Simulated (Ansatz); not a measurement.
`CS[SiH](O)F` → `O[Si]F` + CH₃SH  (silylene formation by 1,1-elimination)

Gas-phase electronic energies from Ansatz, PBE0-D4/def2-TZVP geometries. CCSD(T)/CBS is the MP2 limit (def2-TZVPP, def2-QZVPP) plus CCSD(T) − MP2 in def2-TZVPP, frozen cores. This one scheme is used for every species. DFT in def2-TZVPP. B3LYP here is the variant with VWN-RPA as its local correlation; programs differ in this. One conformer a species, not always the lowest.

(1) Is it downhill or uphill in electronic energy at CCSD(T)/CBS, and by how much? (An estimate is asked.)

(2) What do these levels give: r2SCAN-D4, B3LYP-D4, ωB97X-V, B2PLYP, PBE0, B3LYP, MP2/def2-TZVPP, SCS-MP2/def2-TZVPP, MP2/def2-QZVPP, SCS-MP2/def2-QZVPP, HF/CBS(def2), MP2/CBS(def2)? (Best estimate.)

Largest T1 diagnostic among the species: 0.015.

## Answers

(1) The calculation gave: Uphill: ΔE = +2.12 eV.

(2) The calculation gave: r2SCAN-D4 2.28, B3LYP-D4 2.00, ωB97X-V 2.16, B2PLYP 1.98, PBE0 2.10, B3LYP 1.82, MP2/def2-TZVPP 2.22, SCS-MP2/def2-TZVPP 2.10, MP2/def2-QZVPP 2.26, SCS-MP2/def2-QZVPP 2.15, HF/CBS(def2) 2.03, MP2/CBS(def2) 2.29 eV.

From PBE to PBE0 (25 % exact exchange), in def2-TZVPP and without D4, ΔE moves by +0.18 eV. The D4 term adds +0.18 eV with B3LYP and +0.10 eV with PBE0; it sums over pairs of atoms, weighted by their polarisabilities, and B3LYP, whose exchange is more repulsive, gets the larger term.
